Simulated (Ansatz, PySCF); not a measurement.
H$_{2}$S, triplet, at the geometry of the source list (a higher spin typed on purpose: for a closed-shell molecule this is an excited state). Base run: CCSD(T)/6-31G** (PySCF).

The PySCF input:
```python
from pyscf import gto, scf, cc

mol = gto.M(
    atom='''
S    -0.036100    0.612300   -0.000000
H    -0.937100   -0.362400   -0.000000
H     0.973200   -0.249900    0.000000
''',
    basis='6-31g**',
    charge=0,
    spin=2,
    verbose=4,
)

mf = scf.UHF(mol)
mf.kernel()

mycc = cc.CCSD(mf)
mycc.kernel()
et = mycc.ccsd_t()
print('E(CCSD(T)) = %.10f' % (mycc.e_tot + et))
```

The same geometry, method and basis name were run in Ansatz (a first-principles code) and PySCF, at each program's defaults and at the settings that a row names. The base is PySCF at its defaults. Differences at the defaults can come from grids, fitting, cores and function types together.

```json
[
 {"code and settings": "PySCF, defaults (exact integrals, spherical functions, all electrons correlated)", "ΔE vs base (µEh)": "0.0", "basis functions": "28", "E (Eh)": "-398.61755", "SCF cycles": "10", "SCF-reference dipole (D)": "0.79"},
 {"code and settings": "Ansatz, defaults (factorised integrals, Cartesian functions, frozen core)", "ΔE vs base (µEh)": "3985", "basis functions": "29", "E (Eh)": "-398.61356", "SCF cycles": "-", "SCF-reference dipole (D)": "-"},
 {"code and settings": "PySCF, frozen core", "ΔE vs base (µEh)": "6342", "basis functions": "28", "E (Eh)": "-398.61121", "SCF cycles": "10", "SCF-reference dipole (D)": "0.79"},
 {"code and settings": "Ansatz, high accuracy, frozen core, Cartesian functions as the basis file defines them", "ΔE vs base (µEh)": "3984", "basis functions": "29", "E (Eh)": "-398.61356", "SCF cycles": "-", "SCF-reference dipole (D)": "-"}
]
```

Open shells are given as the SCF converged; they aren't shown to be the lowest states, and a large step between rows can be another state.
